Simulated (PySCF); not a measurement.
# Vertical excitation energies

FH9OSi4.
Numbering: `[F:1][Si@@H:2]([SiH3:3])[SiH2:4][O:5][SiH3:6]` (hydrogens: H7 on Si2; H8, H9, H10 on Si3; H11, H12 on Si4; H13, H14, H15 on Si6)

The calculation used PySCF 2.14.0, density-fitted response routines, TDDFT wB97X-D/def2-SVPD, vertical, gas phase, core orbitals frozen in the response. Geometry: GFN2-xTB, one conformer, isolated molecule. GFN2-xTB frequencies show an imaginary mode (34i cm⁻¹), so this geometry is no minimum at that level. Torsions of this conformer, `[F:1][Si@@H:2]([SiH3:3])[SiH2:4][O:5][SiH3:6]`: F1–Si2–Si4–O5 -165°, Si2–Si4–O5–Si6 167°.

Problem. Predict the UV-vis stick spectrum at this level.

Solution. 

| state | E (eV) | λ (nm) | f | \|μ\| (D) | main configurations (H = HOMO, L = LUMO) |
| --- | --- | --- | --- | --- | --- |
| S1 | 5.44 | 228.0 | 0.040 | 1.39 | H→L (94%) |
| S2 | 6.18 | 200.7 | 0.010 | 0.66 | H-1→L (67%), H-2→L (20%) |
| S3 | 6.51 | 190.6 | 0.132 | 2.31 | H→L+1 (76%), H-1→L (10%) |
| S4 | 6.63 | 187.1 | 0.018 | 0.84 | H-2→L (62%), H-1→L (14%) |
| S5 | 7.27 | 170.5 | 0.049 | 1.33 | H-3→L (33%), H→L+2 (24%), H-1→L+1 (14%) |
| S6 | 7.44 | 166.7 | 0.014 | 0.69 | H-1→L+1 (56%), H-3→L (17%) |
| S7 | 7.67 | 161.7 | 0.030 | 1.01 | H→L+3 (59%) |
| S8 | 7.74 | 160.2 | 0.026 | 0.94 | H→L+2 (20%), H-2→L+1 (16%), H-3→L (14%) |

Triplets (Tamm–Dancoff): T1 4.85 eV, H→L (91%); T2 5.61 eV, H-1→L (56%), H-2→L (21%); T3 5.70 eV, H→L+1 (79%).

The lowest singlet lies at 5.44 eV (228 nm, ultraviolet) and is of moderate strength; its leading configuration is HOMO→LUMO (94%). The strongest level in the table is S3 at 6.51 eV (191 nm, f = 0.132). Löwdin shares by element: HOMO silicon 55% or more, oxygen 15% (atoms not listed hold the other 30%); LUMO silicon 66% or more, hydrogen 6% or more (atoms not listed hold the other 29%). Orbital energies (eV): HOMO-3 -11.37, HOMO-2 -10.68, HOMO-1 -10.56, HOMO -9.79, LUMO 0.21, LUMO+1 1.08, LUMO+2 1.80. The listed states span 2.30 eV, and the widest gap between neighbours is 0.74 eV (S1 to S2). Of the 8 states listed, 8 reach f = 0.01 and none stays under 0.0005. No computed singlet lies in the visible range (380 to 750 nm); the lowest, at 228 nm, stands 2.17 eV above its violet end (3.26 eV). Singlets were solved by full linear response, triplets in the Tamm–Dancoff approximation.
